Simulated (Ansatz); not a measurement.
Two structures of BNH$_{8}$O$_{2}$, closed shell, reached by relaxing down either side of one saddle point (PBE0-D4/def2-TZVP). Energies are electronic, without zero-point energy. Ansatz 0.2.0; basis: def2-TZVPP and def2-QZVPP; cores frozen in the correlated methods. Extrapolation: Hartree–Fock as exp(−7.88 √X), correlation as X^−2.97. First:

| atom | x (Å) | y (Å) | z (Å) |
| --- | --- | --- | --- |
| B1 | -1.1576 | -0.2694 | -0.1346 |
| N2 | 0.0826 | -1.0273 | -0.5760 |
| H3 | -1.7085 | 0.2857 | -1.0524 |
| H4 | -1.8865 | -0.8670 | 0.6271 |
| H5 | 0.3590 | 1.1223 | 0.6688 |
| O6 | -0.6376 | 0.9897 | 0.8142 |
| H7 | 1.3670 | -0.0067 | -0.2031 |
| O8 | 1.8152 | 0.7904 | 0.2434 |
| H9 | 0.0955 | -1.1972 | -1.5718 |
| H10 | 0.2183 | -1.9161 | -0.1140 |
| H11 | -0.7804 | 0.7791 | 1.7406 |
| H12 | 2.2333 | 1.3165 | -0.4420 |

Second:

| atom | x (Å) | y (Å) | z (Å) |
| --- | --- | --- | --- |
| B1 | -1.1576 | -0.0970 | -0.0775 |
| N2 | 0.1043 | -1.0736 | -0.5083 |
| H3 | -1.4006 | 0.5148 | -1.0990 |
| H4 | -2.0510 | -0.8420 | 0.2779 |
| H5 | 1.0074 | 1.1528 | 0.5845 |
| O6 | -0.6474 | 0.7769 | 0.9745 |
| H7 | 0.9385 | -0.4760 | -0.6006 |
| O8 | 1.8683 | 1.0142 | 0.1272 |
| H9 | -0.0843 | -1.5398 | -1.3889 |
| H10 | 0.3056 | -1.7811 | 0.1912 |
| H11 | -0.9513 | 0.5136 | 1.8418 |
| H12 | 2.0682 | 1.8372 | -0.3226 |

Q: Which bonds change from the first to the second?

A: BNH₄ ([BH2][NH2]) + H₂O + H₂O → BH₃O ([BH2][OH]) + H₂O + NH₃ (still joined by a long B–N bond); bonds formed: N2–H7, H5–O8; dative contacts that become bonds: B1–O6; bonds broken: H5–O6, H7–O8; bonds weakened to dative contacts: B1–N2.

Q: Give the saddle point's structure and its height above each. (Judge from chemistry; the value comes from the calculation.)

A: The calculation gives: 15.7 kJ/mol above the first and 86.6 kJ/mol above the second (CCSD(T) at an estimated basis limit (MP2 extrapolated from triple and quadruple zeta, plus CCSD(T) − MP2 in triple zeta)).
B1  (-1.120, -0.200, -0.113)
N2  (0.148, -0.993, -0.556)
H3  (-1.624, 0.336, -1.071)
H4  (-1.884, -0.853, 0.564)
H5  (0.495, 1.063, 0.648)
O6  (-0.598, 0.967, 0.823)
H7  (1.178, -0.123, -0.265)
O8  (1.707, 0.755, 0.236)
H9  (0.115, -1.220, -1.541)
H10  (0.281, -1.863, -0.055)
H11  (-0.773, 0.773, 1.746)
H12  (2.074, 1.357, -0.415)
(Å)

The T1 diagnostic stays at or below 0.011.

The step is the kind of ligand exchange by which a precursor binds to a hydroxyl group, or is hydrolysed, in atomic layer deposition of oxides.

Labels in which every atom is bracketed show which atoms are joined, not bond orders.

For scale, one of the runs: CCSD(T)/def2-TZVPP, 236 basis functions, launched by `ansatz run in.yaml --threads 4 --pin off --events-out ev --progress --plain --max-ram 9574MiB`. Hardware: 4 CPU threads of an Intel Xeon, shared host. Wall time 2.8 min; peak host memory 4.7 GiB.
